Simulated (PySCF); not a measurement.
A structure optimised at PBE-D3(BJ)/def2-SVP, used in a PySCF frequency run:

```xyz
12

In    -0.0782     0.0413     0.0000
F     -1.8991    -0.7958     0.0000
C     -0.1902     2.1822     0.0000
C      0.8916     2.9851     0.0000
H     -1.1991     2.6324     0.0000
H      0.7986     4.0874     0.0000
H      1.9258     2.5981     0.0000
C      1.2663    -1.6279     0.0000
C      0.7134    -2.8569     0.0000
H      2.3637    -1.5078     0.0000
H      1.3282    -3.7767     0.0000
H     -0.3823    -2.9926     0.0000
```
Charge 0, spin multiplicity 1.

Q: Write its SMILES, formula and point group.

A: C=[CH][In]([F])[CH]=C, C₄H₆FIn, Cs

Q: What are its rotational constants (standard atomic weights)?

A: 4.2986, 1.3934, 1.0523 GHz
